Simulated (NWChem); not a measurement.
Isomers of Si2NH7O, each optimised at B3LYP/6-31G* with NWChem, gas phase unless a solvent is named. Flexible species stand in one conformer each, which need not be the lowest. Pople sets run with spherical d functions. Relative energies count from the lowest isomer at each level and are electronic, without zero-point energy, on those geometries.

A: [SiH2]([SiH2]N)O
B: N[SiH2]O[SiH3]
C: N[Si@H](O)[SiH3]

```tsv
quantity	A	B	C
relative energy, PBE/def2-TZVP (kcal/mol)	[?]	0.0	21.7
relative energy, PW6B95/def2-TZVP (kcal/mol)	[?]	0.0	27.5
relative energy, PBE0/def2-TZVP (kcal/mol)	[?]	0.0	24.0
relative energy, BLYP/def2-TZVP (kcal/mol)	[?]	0.0	27.0
```

Question: Complete the blanks.

Answer: 
- relative energy, PBE/def2-TZVP (kcal/mol), A: 28.7
- relative energy, PW6B95/def2-TZVP (kcal/mol), A: 34.7
- relative energy, PBE0/def2-TZVP (kcal/mol), A: 31.2
- relative energy, BLYP/def2-TZVP (kcal/mol), A: 33.6
